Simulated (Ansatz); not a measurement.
Consider the hydrogenolysis of a C–F bond: `C=C(F)B(S)Cl` + H₂ → `C=CB(S)Cl` + H–F.

Isolated molecules relaxed with PBE0-D4/def2-TZVP in Ansatz; ΔE leaves out vibrations. CBS: MP2 limit from def2 TZ/QZ plus the TZ coupled-cluster correction, frozen cores. This one scheme is used for every species. Each species was taken in one conformer, which may not be the lowest.

```csv
species,CCSD(T)/CBS(def2) energy (Eh)
`C=C(F)B(S)Cl`,-1060.09793
H₂,-1.17544
`C=CB(S)Cl`,-960.91834
H–F,-100.39570
```

Work out ΔE.

ΔE = (-960.91834) + (-100.39570) − (-1060.09793) − (-1.17544) = -0.04067 Eh = -106.8 kJ/mol.

Largest T1 diagnostic among the species: 0.013.

From PBE to PBE0 (25 % exact exchange), in def2-TZVPP and without D4, ΔE moves by −10.5 kJ/mol.
